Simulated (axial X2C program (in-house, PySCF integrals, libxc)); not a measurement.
**HgH⁺: bond constants with and without spin–orbit coupling**

All values were computed with an in-house relativistic program for diatomic molecules. Spin-free means the one-electron spin-free X2C Hamiltonian; two-component (2c) means X2C with spin–orbit coupling and atomic mean-field two-electron Coulomb and Gaunt terms, so the difference of the two also holds small scalar two-electron terms. Basis: Hg dyall-cv3z [13s14p9d6f4g], H dyall-v3z [6s2p1d] (cores contracted in-house); Gaussian nuclei, density fitting, unrestricted open shells. Masses: Hg 201.971 u, H 1.008 u.

Input file and command:
```json
{"zs": [80, 1], "q": 1, "bas": ["dyall-cv3z", "dyall-v3z"], "levels": ["PBE0", "HF", "M06"], "cc": true, "r0": 1.65, "thr": -2.0, "nmax": 90, "npts": 10, "nst": 2, "ntry": 6}
```
```bash
python so2c.py task.json out
```

Keys: zs atomic numbers; q charge; bas basis sets; levels methods; cc coupled cluster on or off; r0 starting distance in Å; thr threshold in hartree for freezing inner shells (an s shell follows its p shell); nmax most natural virtual spinors; npts points on the curve; nst determinants followed; ntry starts of the search. HF also brings MP2.

State, spin-free: M_S = 0, Λ = 0 (closed shell); electrons by block: σα: 14, σβ: 14, π+α: 8, π+β: 8, π-α: 8, π-β: 8, δ+α: 4, δ+β: 4, δ-α: 4, δ-β: 4, φ+α: 1, φ+β: 1, φ-α: 1, φ-β: 1. Fragments: Hg+ + H.

State, 2c: Ω = 0 (closed shell); electrons by block: 1/2: 22, -1/2: 22, 3/2: 12, -3/2: 12, 5/2: 5, -5/2: 5, 7/2: 1, -7/2: 1. Fragments: Hg+ + H.

```csv
Hamiltonian,level,Re (Å),ωe (cm⁻¹),ωexe (cm⁻¹),αe (cm⁻¹),De (eV),D0 (eV),k (mdyn/Å),μ (D)
spin-free,PBE0,1.599,2038.1,36.1,0.191,2.62,2.50,2.45,-0.39
spin-free,HF,1.621,2049.7,29.1,0.158,1.29,1.16,2.48,-1.34
spin-free,MP2,1.577,2113.1,37.2,0.193,2.49,2.36,2.64,n/a
spin-free,CCSD,1.602,2015.9,38.3,0.196,2.57,2.44,2.4,n/a
spin-free,CCSD(T),1.604,1993.5,40.6,0.204,2.65,2.53,2.35,n/a
spin-free,M06,1.632,1932.5,34.9,0.18,2.58,2.46,2.21,-0.45
2c,PBE0,1.597,2046.4,36.2,0.191,2.65,2.52,2.47,-0.40
2c,HF,1.618,2059.8,29.3,0.159,1.32,1.19,2.51,-1.33
2c,MP2,1.575,2121.5,37.4,0.194,2.51,2.38,2.66,n/a
2c,CCSD,1.599,2025.9,38.4,0.197,2.60,2.47,2.43,n/a
2c,CCSD(T),1.601,2003.9,40.7,0.204,2.67,2.55,2.37,n/a
2c,M06,1.630,1939.7,34.9,0.18,2.60,2.48,2.22,-0.46
```

Correlated methods: 12 electrons correlated (number of frozen shells: Hg 5 s, 4 p, 2 d, 1 f; H none), 220 virtual spin orbitals or spinors in MP2, 90 natural virtuals in coupled cluster.

Dipoles are positive if H is the positive end and refer to the centre of mass.

The state is one determinant whose occupation by symmetry is held fixed; it was picked as the lowest of a PBE0 search that is not exhaustive. Closed shells are restricted here (equal orbitals for both partners); the stretched side of such a curve lies too high. Dissociation energies refer to the lowest single-determinant-based atoms at the same level and basis. CCSD and (T) use frozen natural virtuals with an MP2 correction for the truncation; (T) itself is uncorrected, so its De runs slightly low. The T1 diagnostic is large, a sign of multireference character.

Rough cost a point (2c) on 1 thread(s) of a shared host, integrals apart: PBE0 0.3 s, HF 0.28 s, CCSD(T) 4 s, M06 0.6 s.

The whole task took 110 s on 1 thread of Arm Neoverse V1, on a shared host.
